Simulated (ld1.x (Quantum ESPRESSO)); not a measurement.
**An all-electron radial function and its pseudo partner (Ar)**

Columns: radius, all-electron u(r) and pseudo u(r) of the 3s shell (level -24.03 eV) of argon in the configuration [Ne] 3s2 3p6; LDA (PZ), non-relativistic, ultrasoft scheme, ld1.x (Quantum ESPRESSO) 7.5.

```json
{"r (bohr)": "0.070", "all-electron": "0.2024", "pseudo": "0.1029"}
{"r (bohr)": "0.140", "all-electron": "-0.1246", "pseudo": "0.2044"}
{"r (bohr)": "0.210", "all-electron": "-0.3810", "pseudo": "0.3030"}
{"r (bohr)": "0.280", "all-electron": "-0.4661", "pseudo": "0.3973"}
{"r (bohr)": "0.350", "all-electron": "-0.4107", "pseudo": "0.4862"}
{"r (bohr)": "0.420", "all-electron": "-0.2679", "pseudo": "0.5687"}
{"r (bohr)": "0.490", "all-electron": "-0.0826", "pseudo": "0.6438"}
{"r (bohr)": "0.560", "all-electron": "0.1132", "pseudo": "0.7108"}
{"r (bohr)": "0.630", "all-electron": "0.2996", "pseudo": "0.7694"}
{"r (bohr)": "0.700", "all-electron": "0.4650", "pseudo": "0.8192"}
{"r (bohr)": "0.770", "all-electron": "0.6042", "pseudo": "0.8601"}
{"r (bohr)": "0.840", "all-electron": "0.7158", "pseudo": "0.8922"}
{"r (bohr)": "0.910", "all-electron": "0.8005", "pseudo": "0.9158"}
{"r (bohr)": "0.980", "all-electron": "0.8607", "pseudo": "0.9311"}
{"r (bohr)": "1.050", "all-electron": "0.8993", "pseudo": "0.9386"}
{"r (bohr)": "1.120", "all-electron": "0.9193", "pseudo": "0.9386"}
{"r (bohr)": "1.190", "all-electron": "0.9239", "pseudo": "0.9317"}
{"r (bohr)": "1.260", "all-electron": "0.9160", "pseudo": "0.9182"}
{"r (bohr)": "1.330", "all-electron": "0.8983", "pseudo": "0.8986"}
{"r (bohr)": "1.400", "all-electron": "0.8730", "pseudo": "0.8730"}
{"r (bohr)": "1.470", "all-electron": "0.8420", "pseudo": "0.8420"}
{"r (bohr)": "1.540", "all-electron": "0.8070", "pseudo": "0.8070"}
{"r (bohr)": "1.610", "all-electron": "0.7693", "pseudo": "0.7693"}
{"r (bohr)": "1.680", "all-electron": "0.7301", "pseudo": "0.7301"}
{"r (bohr)": "1.750", "all-electron": "0.6902", "pseudo": "0.6902"}
{"r (bohr)": "1.820", "all-electron": "0.6502", "pseudo": "0.6502"}
```

Q: How many radial nodes do the two functions have?

A: The all-electron 3s function has n − l − 1 = 2; the pseudo-wave has 0, since the states of the same l below it are removed with the core.

Q: At about which radius was the pseudo-wave matched?

A: 1.40 bohr, where the columns begin to agree (steps of 0.07 bohr).

Q: Is the pseudo-wave norm-conserving?

A: No, it belongs to an ultrasoft set: the norm inside the radius is not constrained, and the difference is carried by the augmentation charge.
